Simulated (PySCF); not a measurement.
Species: C4H7F3S.
Numbering: `[CH3:1][CH2:2][CH2:3][S:4][C:5]([F:6])([F:7])[F:8]` (hydrogens: H9, H10, H11 on C1; H12, H13 on C2; H14, H15 on C3)

Level: PBE0/def2-SVPD in PySCF, non-relativistic, on one gas-phase PBE0-D3(BJ)/def2-SVP geometry that isn't relaxed in the solvent. The solvent is an IEF-PCM continuum (cavity from Bondi-type radii × 1.2). Specific hydrogen bonds and non-electrostatic terms are outside this model.

Gas phase at PBE0/def2-SVPD: HOMO -7.49 eV, LUMO -0.06 eV, dipole 2.58 D.

Problem. What does the continuum do to the energy, the frontier levels and the dipole at PBE0/def2-SVPD in cyclohexane and chloroform?

Solution. 
```
    solvent      ε  E(solvent) − E(gas) (kcal/mol)  polarisation term (kcal/mol)  distortion of the solute (kcal/mol)  HOMO (eV)  LUMO (eV)  dipole (D)
cyclohexane  2.017                           -1.09                         -1.15                                 0.06      -7.47       0.02        2.85
 chloroform  4.711                           -1.97                         -2.19                                 0.22      -7.46       0.07        3.07
```

The first energy column is the sum of the next two and covers electrostatics alone. From cyclohexane to chloroform the lowering changes by a factor 1.81, Onsager's factor (ε − 1)/(2ε + 1) by 1.76 and ε itself by 2.3.

Problem. Which radius a makes the point-dipole formula ΔE = −[(ε − 1)/(2ε + 1)]·μ²/a³ give the value in chloroform, with the gas-phase dipole?

Solution. μ = 1.014 au and |ΔE| = 0.00313 Eh give a = 2.59 Å; the farthest nucleus lies 3.82 Å from the centroid of the nuclei, so such a sphere wouldn't even hold the nuclei. The formula assumes a rigid point dipole at the centre of a sphere.

Problem. How does the static polarisability (PBE0/def2-SVPD, frozen core, with the continuum's full static response) change?

Solution. 
```tsv
medium	isotropic (au)	principal values (au)	⟨r²⟩ of the electrons (bohr²)
gas	73.6	63.9, 68.5, 88.5	1339.3
cyclohexane	81.9	71.8, 76.8, 97.1	1339.3
chloroform	89.8	80.2, 85.1, 104.2	1339.2
```

The isotropic value in chloroform is 1.22 times the gas-phase one; no cavity-field correction is applied. ⟨r²⟩ is taken about the centre of nuclear charge.

Cost: about 80 s of CPU time on one thread; the machine was shared, so the figure is rough. This is the whole response run at PBE0/def2-SVPD in chloroform, SCF included.

The values belong to the conformer `[CH3:1][CH2:2][CH2:3][S:4][C:5]([F:6])([F:7])[F:8]`: C1–C2–C3–S4 174°, C2–C3–S4–C5 78°, C3–S4–C5–F6 -69°.
